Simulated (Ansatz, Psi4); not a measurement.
Two rigid molecules brought together: H2 ··· BCl3 (SMILES [H][H] and ClB(Cl)Cl). Monomers: optimised at B3LYP-D3(BJ) (def2-TZVP), held rigid. Orientation: lowest of the rigid-body minima from ten starts at GFN2-xTB. The monomers approach along the line of their centres of mass (distance R); nothing else relaxes.

Computed with: PBE/def2-TZVP, counterpoise-corrected (Psi4); PBE-D3(BJ)/def2-TZVP, counterpoise-corrected (Psi4); wB97M-V/def2-TZVP, counterpoise-corrected (Psi4); CCSD(T)/aug-cc-pVTZ = Ansatz (a first-principles code) with CCSD(T) on RHF/aug-cc-pVTZ, frozen core, counterpoise-corrected.

Interaction energies in kcal/mol; the last columns give the difference from CCSD(T):

```json
[
 {"R / Å": "2.57", "PBE/def2-TZVP": "3.24", "PBE-D3(BJ)/def2-TZVP": "2.25", "wB97M-V/def2-TZVP": "2.66", "CCSD(T)/aug-cc-pVTZ": "3.06", "PBE/def2-TZVP − CCSD(T)/aug-cc-pVTZ": "0.18", "PBE-D3(BJ)/def2-TZVP − CCSD(T)/aug-cc-pVTZ": "-0.82", "wB97M-V/def2-TZVP − CCSD(T)/aug-cc-pVTZ": "-0.40"},
 {"R / Å": "2.90", "PBE/def2-TZVP": "1.06", "PBE-D3(BJ)/def2-TZVP": "0.24", "wB97M-V/def2-TZVP": "0.45", "CCSD(T)/aug-cc-pVTZ": "0.68", "PBE/def2-TZVP − CCSD(T)/aug-cc-pVTZ": "0.38", "PBE-D3(BJ)/def2-TZVP − CCSD(T)/aug-cc-pVTZ": "-0.44", "wB97M-V/def2-TZVP − CCSD(T)/aug-cc-pVTZ": "-0.22"},
 {"R / Å": "2.96", "PBE/def2-TZVP": "0.84", "PBE-D3(BJ)/def2-TZVP": "0.06", "wB97M-V/def2-TZVP": "0.26", "CCSD(T)/aug-cc-pVTZ": "0.46", "PBE/def2-TZVP − CCSD(T)/aug-cc-pVTZ": "0.38", "PBE-D3(BJ)/def2-TZVP − CCSD(T)/aug-cc-pVTZ": "-0.41", "wB97M-V/def2-TZVP − CCSD(T)/aug-cc-pVTZ": "-0.20"},
 {"R / Å": "3.23", "PBE/def2-TZVP": "0.25", "PBE-D3(BJ)/def2-TZVP": "-0.38", "wB97M-V/def2-TZVP": "-0.18", "CCSD(T)/aug-cc-pVTZ": "-0.07", "PBE/def2-TZVP − CCSD(T)/aug-cc-pVTZ": "0.32", "PBE-D3(BJ)/def2-TZVP − CCSD(T)/aug-cc-pVTZ": "-0.31", "wB97M-V/def2-TZVP − CCSD(T)/aug-cc-pVTZ": "-0.11"},
 {"R / Å": "3.40", "PBE/def2-TZVP": "0.08", "PBE-D3(BJ)/def2-TZVP": "-0.47", "wB97M-V/def2-TZVP": "-0.26", "CCSD(T)/aug-cc-pVTZ": "-0.19", "PBE/def2-TZVP − CCSD(T)/aug-cc-pVTZ": "0.27", "PBE-D3(BJ)/def2-TZVP − CCSD(T)/aug-cc-pVTZ": "-0.28", "wB97M-V/def2-TZVP − CCSD(T)/aug-cc-pVTZ": "-0.07"},
 {"R / Å": "3.55", "PBE/def2-TZVP": "0.00", "PBE-D3(BJ)/def2-TZVP": "-0.47", "wB97M-V/def2-TZVP": "-0.27", "CCSD(T)/aug-cc-pVTZ": "-0.23", "PBE/def2-TZVP − CCSD(T)/aug-cc-pVTZ": "0.23", "PBE-D3(BJ)/def2-TZVP − CCSD(T)/aug-cc-pVTZ": "-0.25", "wB97M-V/def2-TZVP − CCSD(T)/aug-cc-pVTZ": "-0.04"},
 {"R / Å": "3.85", "PBE/def2-TZVP": "-0.06", "PBE-D3(BJ)/def2-TZVP": "-0.41", "wB97M-V/def2-TZVP": "-0.23", "CCSD(T)/aug-cc-pVTZ": "-0.21", "PBE/def2-TZVP − CCSD(T)/aug-cc-pVTZ": "0.16", "PBE-D3(BJ)/def2-TZVP − CCSD(T)/aug-cc-pVTZ": "-0.19", "wB97M-V/def2-TZVP − CCSD(T)/aug-cc-pVTZ": "-0.02"},
 {"R / Å": "4.30", "PBE/def2-TZVP": "-0.05", "PBE-D3(BJ)/def2-TZVP": "-0.26", "wB97M-V/def2-TZVP": "-0.15", "CCSD(T)/aug-cc-pVTZ": "-0.14", "PBE/def2-TZVP − CCSD(T)/aug-cc-pVTZ": "0.09", "PBE-D3(BJ)/def2-TZVP − CCSD(T)/aug-cc-pVTZ": "-0.12", "wB97M-V/def2-TZVP − CCSD(T)/aug-cc-pVTZ": "-0.01"},
 {"R / Å": "4.68", "PBE/def2-TZVP": "-0.03", "PBE-D3(BJ)/def2-TZVP": "-0.17", "wB97M-V/def2-TZVP": "-0.10", "CCSD(T)/aug-cc-pVTZ": "-0.09", "PBE/def2-TZVP − CCSD(T)/aug-cc-pVTZ": "0.06", "PBE-D3(BJ)/def2-TZVP − CCSD(T)/aug-cc-pVTZ": "-0.08", "wB97M-V/def2-TZVP − CCSD(T)/aug-cc-pVTZ": "-0.01"},
 {"R / Å": "5.45", "PBE/def2-TZVP": "0.00", "PBE-D3(BJ)/def2-TZVP": "-0.06", "wB97M-V/def2-TZVP": "-0.04", "CCSD(T)/aug-cc-pVTZ": "-0.04", "PBE/def2-TZVP − CCSD(T)/aug-cc-pVTZ": "0.04", "PBE-D3(BJ)/def2-TZVP − CCSD(T)/aug-cc-pVTZ": "-0.02", "wB97M-V/def2-TZVP − CCSD(T)/aug-cc-pVTZ": "0.00"},
 {"R / Å": "6.41", "PBE/def2-TZVP": "0.00", "PBE-D3(BJ)/def2-TZVP": "-0.02", "wB97M-V/def2-TZVP": "-0.01", "CCSD(T)/aug-cc-pVTZ": "-0.01", "PBE/def2-TZVP − CCSD(T)/aug-cc-pVTZ": "0.02", "PBE-D3(BJ)/def2-TZVP − CCSD(T)/aug-cc-pVTZ": "-0.01", "wB97M-V/def2-TZVP − CCSD(T)/aug-cc-pVTZ": "0.00"},
 {"R / Å": "7.68", "PBE/def2-TZVP": "0.00", "PBE-D3(BJ)/def2-TZVP": "-0.01", "wB97M-V/def2-TZVP": "0.00", "CCSD(T)/aug-cc-pVTZ": "0.00", "PBE/def2-TZVP − CCSD(T)/aug-cc-pVTZ": "0.01", "PBE-D3(BJ)/def2-TZVP − CCSD(T)/aug-cc-pVTZ": "0.00", "wB97M-V/def2-TZVP − CCSD(T)/aug-cc-pVTZ": "0.00"}
]
```

PBE/def2-TZVP is furthest from CCSD(T)/aug-cc-pVTZ at 2.90 (0.38 kcal/mol, above); its mean absolute difference over the points is 0.18 kcal/mol.

PBE-D3(BJ)/def2-TZVP is furthest from CCSD(T)/aug-cc-pVTZ at 2.57 (-0.82 kcal/mol, below); its mean absolute difference over the points is 0.24 kcal/mol.

wB97M-V/def2-TZVP is furthest from CCSD(T)/aug-cc-pVTZ at 2.57 (-0.40 kcal/mol, below); its mean absolute difference over the points is 0.09 kcal/mol.
